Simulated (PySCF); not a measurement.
# Computed records: BFH₃Si, BFH₆Si₂, BFH₂Si

Calculation on a computer-drawn molecule: the log of a Hartree-Fock and frozen-core CCSD(T) single point meant for a local Hartree-Fock minimum, with one planted fault or none, to be diagnosed. Offsets are logged minus clean, where the clean run is the same molecule without the fault. The reference is restricted for singlets and unrestricted otherwise, and also for a bond in bohr or an excited solution. Adding or removing an electron swaps singlet and doublet. The excited solution moves the top pair (singlet) or top alpha electron (doublet) to the lowest empty orbital. Highest occupied and lowest empty are orbital energies over both spins, largest force is the largest gradient component, triples share is (T) over the correlation energy, the T1 limit is 0.02 restricted and 0.045 unrestricted, electrons count all cores, a negative frequency is imaginary (commonest isotopes), and the dipole is about the centre of nuclear charge. Program: PySCF 2.14.0.

Common to all runs: meant charge 0; meant basis cc-pV(D+d)Z; logged SCF converged yes; possible faults no fault, one electron removed, one electron added, multiplicity raised by two, geometry at a saddle point, SCF held on an excited solution, minimal basis STO-3G, one bond length entered in bohr, all coordinates scaled.

(1) BFH₃Si

Logged structure:
```xyz
6
BFH3Si
F     -1.7175     0.3326    -0.4332
B     -1.0882     0.9434    -1.4356
Si     0.6997     1.8069    -1.1243
H     -1.6616     1.0075    -2.4878
H      1.5247     1.3510     0.0149
H      1.5209     2.0750    -2.3245
```

| Quantity | Value |
| --- | --- |
| meant multiplicity | 2 |
| logged electrons | 31 |
| logged basis functions | 66 |
| logged spin squared | 1.0122 |
| logged highest occupied | -4.59 eV |
| logged lowest empty | -2.0902 eV |
| logged largest force | 0.047797 hartree/bohr |
| logged dipole magnitude | 4.2451 debye |
| logged SCF stable within its kind | no |
| logged energy HF | -414.64015 hartree |
| planted fault | SCF held on an excited solution |
| HF energy offset from clean run | 104.2 kcal/mol |

Drawn bonds:
| atom | other atom | order |
| --- | --- | --- |
| 1 | 2 | 1 |
| 2 | 3 | 1 |
| 2 | 4 | 1 |
| 3 | 5 | 1 |
| 3 | 6 | 1 |

Notes: coupled-cluster numbers left out as unreliable.

(2) BFH₆Si₂

Logged structure:
```xyz
10
BFH6Si2
F     -1.8842     2.1733     3.5373
B     -1.8194     0.9287     3.0701
Si     1.6231    -0.7165     2.4291
Si     2.2488    -0.4524     0.1542
H     -2.8697     0.3918     2.8397
H      2.6756    -0.1203     3.2900
H      1.5363    -2.1718     2.7170
H      1.2322    -1.0739    -0.7293
H      3.5586    -1.1000    -0.0944
H      2.3524     0.9871    -0.1869
```

| Property | Result |
| --- | --- |
| meant multiplicity | 1 |
| logged electrons | 48 |
| logged basis functions | 104 |
| logged spin squared | 0.9361 |
| logged highest occupied | -9.0562 eV |
| logged lowest empty | 1.068 eV |
| logged largest force | 0.015978 hartree/bohr |
| logged T1 diagnostic | 0.0206 |
| logged D1 diagnostic | 0.077061 |
| logged triples share | 0.02306 |
| logged CC converged | yes |
| logged dipole magnitude | 0.79545 debye |
| logged SCF stable within its kind | yes |
| logged energy HF | -705.4207 hartree |
| logged energy CCSD(T) | -705.94137 hartree |
| planted fault | one bond length entered in bohr, row 2 of the drawn bonds |
| HF energy offset from clean run | 62.5 kcal/mol |
| CCSD(T) energy offset from clean run | 77.96 kcal/mol |

Drawn bonds:
| atom | other atom | order |
| --- | --- | --- |
| 1 | 2 | 1 |
| 2 | 3 | 1 |
| 3 | 4 | 1 |
| 2 | 5 | 1 |
| 3 | 6 | 1 |
| 3 | 7 | 1 |
| 4 | 8 | 1 |
| 4 | 9 | 1 |
| 4 | 10 | 1 |

(3) BFH₆Si₂

Logged structure:
```xyz
10
BFH6Si2
F     -1.9332     2.2298     3.6293
B     -1.8667     0.9529     3.1499
Si     0.0023     0.0596     2.8019
Si     0.6443     0.3306     0.4679
H     -2.9443     0.4020     2.9135
H      1.0822     0.6713     3.6852
H     -0.0867    -1.4336     3.0973
H     -0.3987    -0.3071    -0.4386
H      1.9881    -0.3339     0.2128
H      0.7506     1.8075     0.1179
```

| Quantity | Value |
| --- | --- |
| meant multiplicity | 1 |
| logged electrons | 48 |
| logged basis functions | 104 |
| logged spin squared | 0 |
| logged highest occupied | -10.573 eV |
| logged lowest empty | 1.6392 eV |
| logged largest force | 0.026583 hartree/bohr |
| logged T1 diagnostic | 0.015667 |
| logged D1 diagnostic | 0.053068 |
| logged triples share | 0.023923 |
| logged CC converged | yes |
| logged dipole magnitude | 0.95913 debye |
| logged SCF stable within its kind | yes |
| logged energy HF | -705.51479 hartree |
| logged energy CCSD(T) | -706.06191 hartree |
| planted fault | all coordinates scaled, by +2.6 % |
| HF energy offset from clean run | 3.459 kcal/mol |
| CCSD(T) energy offset from clean run | 2.321 kcal/mol |

Drawn bonds:
| atom | other atom | order |
| --- | --- | --- |
| 1 | 2 | 1 |
| 2 | 3 | 1 |
| 3 | 4 | 1 |
| 2 | 5 | 1 |
| 3 | 6 | 1 |
| 3 | 7 | 1 |
| 4 | 8 | 1 |
| 4 | 9 | 1 |
| 4 | 10 | 1 |

(4) BFH₂Si

Logged structure:
```xyz
5
BFH2Si
F      1.0421     2.1366    -0.4054
B     -0.1442     1.7840    -0.9120
Si    -0.4661     1.7505    -2.9404
H     -1.0066     1.5220    -0.1098
H     -0.1263     0.2726    -3.0109
```

| Property | Result |
| --- | --- |
| meant multiplicity | 1 |
| logged electrons | 30 |
| logged basis functions | 21 |
| logged spin squared | 0 |
| logged highest occupied | -5.8091 eV |
| logged lowest empty | 5.8614 eV |
| logged largest force | 0.03023 hartree/bohr |
| logged T1 diagnostic | 0.018697 |
| logged D1 diagnostic | 0.069762 |
| logged triples share | 0.038631 |
| logged CC converged | yes |
| logged dipole magnitude | 0.58712 debye |
| logged SCF stable within its kind | yes |
| logged energy HF | -409.13145 hartree |
| logged energy CCSD(T) | -409.25422 hartree |
| planted fault | ? |

Drawn bonds:
| atom | other atom | order |
| --- | --- | --- |
| 1 | 2 | 1 |
| 2 | 3 | 1 |
| 2 | 4 | 1 |
| 3 | 5 | 1 |

Questions
1. Which fault was planted in the run of BFH₂Si (entry 4)?

## Answers
1. minimal basis STO-3G

Further results for BFH₂Si (entry 4):

| Quantity | Value |
| --- | --- |
| HF energy offset from clean run | 3176 kcal/mol |
| CCSD(T) energy offset from clean run | 3345 kcal/mol |
